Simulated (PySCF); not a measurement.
C2HNO, SMILES `C(=O)C#N`, neutral singlet in the gas phase. 

Cartesian coordinates (Å):
```xyz
5

N      1.9783     0.2523     0.1875
C      0.8517     0.0876     0.0247
C     -0.5864    -0.0732    -0.2108
O     -1.1989    -1.0209     0.1818
H     -1.0447     0.7543    -0.7786
```
Charge 0, spin multiplicity 1.

All levels are single points at this geometry (PBE0-D3(BJ)/def2-TZVP); Pople sets use spherical d functions. Orbital energies aren't observables, and empty levels follow the basis.

| level | HOMO (eV) | LUMO (eV) | gap (eV) | dipole (D) | vertical IE, Delta-SCF (eV) |
|---|---|---|---|---|---|
| PBE-D3(BJ)/def2-TZVP in PySCF | -7.45 | -4.15 | 3.30 | 2.30 | – |
| PBE0-D3(BJ)/def2-TZVP in PySCF | -9.22 | -3.09 | 6.14 | 2.44 | – |
| B3LYP/3-21G in PySCF | -8.35 | -2.68 | 5.67 | 2.16 | – |
| BP86/6-31G* in PySCF | -7.23 | -3.89 | 3.34 | 2.20 | – |
| HF/3-21G in PySCF | -13.41 | 1.68 | 15.10 | 2.58 | – |
| HF/6-31G* in PySCF | -13.54 | 1.46 | 15.00 | 2.70 | – |
